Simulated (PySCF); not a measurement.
A PySCF script (with the pyscf-properties extension) for the NMR shieldings of `CC[C@@H]1[SiH2]C[BH2-][O+]1C`, C5H15BOSi, on a GFN2-xTB geometry:

```python
import basis_set_exchange as bse
import numpy as np
from pyscf import gto, dft
from pyscf.prop import nmr

atoms = """
C     2.792866   -0.340475    0.343552
C     1.668077    0.458264   -0.302647
C     0.311890    0.048340    0.260990
Si   -0.167138   -1.802880   -0.023583
C    -2.010569   -1.518568   -0.246294
B    -2.240217    0.077511    0.007353
O    -0.767352    0.753016   -0.388670
C    -0.770988    2.148816   -0.167802
H     2.683962   -1.400685    0.131929
H     2.781079   -0.204249    1.422786
H     3.756696   -0.007426   -0.034617
H     1.862515    1.521383   -0.128492
H     1.667489    0.289360   -1.382330
H     0.284136    0.294219    1.332121
H     0.278255   -2.571683    1.145502
H     0.559767   -2.271846   -1.212502
H    -2.327576   -1.824604   -1.243474
H    -2.594745   -2.120016    0.448156
H    -2.991363    0.600451   -0.750132
H    -2.423637    0.359788    1.152289
H    -0.730097    2.379723    0.901934
H     0.072004    2.618972   -0.677952
H    -1.699804    2.539572   -0.578037
"""
names = dict.fromkeys(["C", "Si", "B", "O", "H"], "pcSseg-1")
basis = {el: gto.basis.parse(bse.get_basis(n, elements=[el], fmt="nwchem")) for el, n in names.items()}
mol = gto.M(atom=atoms, basis=basis, charge=0, verbose=0)
mf = dft.RKS(mol, xc="PBE0")
mf.grids.level = 2
mf.grids.alignment = dft.numint.BLKSIZE   # the property module wants whole blocks of grid points
mf.conv_tol = 1e-9
mf.kernel()

calc = nmr.RKS(mf)   # GIAO
C = mf.mo_coeff
Co = C[:, mf.mo_occ > 0]
resp = mf.gen_response(singlet=True, hermi=2)
def vind(x):   # induced exchange potential for any number of trial vectors
    d = np.einsum("pi,xij,qj->xpq", C, 2 * x.reshape(-1, C.shape[1], Co.shape[1]), Co, optimize=True)
    return np.einsum("xpq,pi,qj->xij", resp(d - d.transpose(0, 2, 1)), C, Co, optimize=True).ravel()
mo1, _ = nmr.rhf.solve_mo1(calc, with_cphf=vind)
sigma = calc.kernel(mo1)
for i, s in enumerate(sigma):   # ppm
    print("%2d %-2s %9.2f" % (i, mol.atom_pure_symbol(i), np.trace(s) / 3))
```

Q: What are the results?

A: 
```
 0 C     173.77
 1 C     159.65
 2 C     102.88
 3 Si    370.33
 4 C     195.54
 5 B      91.96
 6 O     287.49
 7 C     125.06
 8 H      30.88
 9 H      30.97
10 H      30.38
11 H      29.57
12 H      30.25
13 H      28.81
14 H      27.18
15 H      27.57
16 H      31.31
17 H      31.77
18 H      27.93
19 H      28.51
20 H      28.83
21 H      27.83
22 H      27.42
```

These numbers come from an equivalent density-fitted implementation of the same equations, which agrees with the script to about 0.01 ppm for H and up to a few tenths of a ppm for heavy atoms, so last digits may differ.

Size and cost of the density-fitted run: 218 basis functions, 84 s wall time on 1 thread of an Arm Neoverse N1, shared host; peak memory 1.1 GiB.
